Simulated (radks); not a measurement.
Polarisability of neutral gallium, [Ar] 3d10 4s2 4p1, at imaginary frequency. Calculated with a radial shooting solver on a logarithmic mesh with Libxc functionals: scalar-relativistic Kohn-Sham, LDA (Slater exchange, VWN5 correlation), spin-polarised, spherical densities, finite nucleus; open shells are filled with parallel spins first; Fermi nuclear charge, rms radius 3.9973 fm. Response by self-consistent Sternheimer equations with the Hartree and adiabatic LDA kernel, the relativistic mass of each level held fixed and spin-orbit coupling left out.

w (hartree),alpha1(iw) (bohr^3)
0.00266,59.42
0.0143,58.84
0.0360,55.90
0.0697,48.91
0.118,38.90
0.186,28.52
0.280,19.48
0.413,12.47
0.605,7.570
0.892,4.424
1.35,2.506
2.12,1.358
3.59,0.6679
6.94,0.2613
17.5,0.05936

Static values: alpha1 = 59.45 bohr^3 (8.809 angstrom^3; uncoupled 79.57). C6 = 485.5, triple-dipole C9 = 19850 atomic units. One-pole (London) frequency 4 C6 / (3 alpha1^2) = 0.183 hartree, against 0.109 for minus the highest occupied eigenvalue. Recommended static value: 50 bohr^3 (Schwerdtfeger and Nagle, 2023 table).
